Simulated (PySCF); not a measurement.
Geometry:
```json
{"atom": "O1", "x (Å)": "2.639", "y (Å)": "0.558", "z (Å)": "-0.325"}
{"atom": "Si2", "x (Å)": "1.494", "y (Å)": "-0.598", "z (Å)": "-0.366"}
{"atom": "C3", "x (Å)": "-0.138", "y (Å)": "-0.040", "z (Å)": "0.435"}
{"atom": "Si4", "x (Å)": "-0.693", "y (Å)": "1.678", "z (Å)": "-0.162"}
{"atom": "Si5", "x (Å)": "-1.500", "y (Å)": "-1.349", "z (Å)": "0.230"}
{"atom": "H6", "x (Å)": "2.899", "y (Å)": "0.982", "z (Å)": "0.488"}
{"atom": "H7", "x (Å)": "1.381", "y (Å)": "-0.807", "z (Å)": "-1.802"}
{"atom": "H8", "x (Å)": "1.981", "y (Å)": "-1.791", "z (Å)": "0.338"}
{"atom": "H9", "x (Å)": "0.043", "y (Å)": "0.047", "z (Å)": "1.512"}
{"atom": "H10", "x (Å)": "0.342", "y (Å)": "2.682", "z (Å)": "0.117"}
{"atom": "H11", "x (Å)": "-1.904", "y (Å)": "2.084", "z (Å)": "0.562"}
{"atom": "H12", "x (Å)": "-0.971", "y (Å)": "1.658", "z (Å)": "-1.598"}
{"atom": "H13", "x (Å)": "-1.808", "y (Å)": "-1.543", "z (Å)": "-1.188"}
{"atom": "H14", "x (Å)": "-2.714", "y (Å)": "-0.928", "z (Å)": "0.937"}
{"atom": "H15", "x (Å)": "-1.056", "y (Å)": "-2.626", "z (Å)": "0.799"}
```

[PySCF 2.14.0 with density-fitted response routines: PBE0/pcSseg-1 with gauge-including orbitals; GFN2-xTB geometry; non-relativistic Hamiltonian; averaged over atoms made equivalent by symmetry, fast rotation or ring inversion; no solvent; one conformer]

Chemical shifts δ = σref − σ; $^{13}$C (σ = 186.93 ppm) and $^{1}$H (σ = 31.72 ppm) and $^{29}$Si (σ = 349.16 ppm) against TMS; H2O for $^{17}$O (σ = 336.08 ppm), all at this level.

| atoms | nucleus | count | δ (ppm) |
| --- | --- | --- | --- |
| O1 | $^{17}$O | 1 | 29.5 |
| C3 | $^{13}$C | 1 | -9.9 |
| Si4/Si5 | $^{29}$Si | 2 | -75.4 |
| H6 | $^{1}$H | 1 | 0.89 |
| H9 | $^{1}$H | 1 | ? |
| H7/H8 | $^{1}$H | 2 | 5.07 |
| Si2 | $^{29}$Si | 1 | ? |
| H10/H11/H12/H13/H14/H15 | $^{1}$H | 6 | 4.02 |

Problem. Estimate the values marked ?.

Solution. 
- H9: -0.55 ppm, hydrogen on an sp3 CH bonded to 3 Si; an electropositive neighbour shields it, as in TMS itself
- Si2: -16.8 ppm, silicon bonded to C, O, 2 H

Exchangeable OH/NH protons stand at their gas-phase positions; hydrogen bonding in a real sample shifts them, mostly to higher δ. Shifts are as computed. Against solution values, carbons near 30 ppm lie about +3 ppm off and those near 130 ppm about +5 ppm. Of 1211 compounds with measured shifts, 218 miss one by over three times the rms of a fit or turn the order of signals round; such compounds aren't used in these exercises. Experimental scales use liquid or dissolved standards, which lie at an offset from isolated H2O (liquid H2O: subtract about 36 ppm).
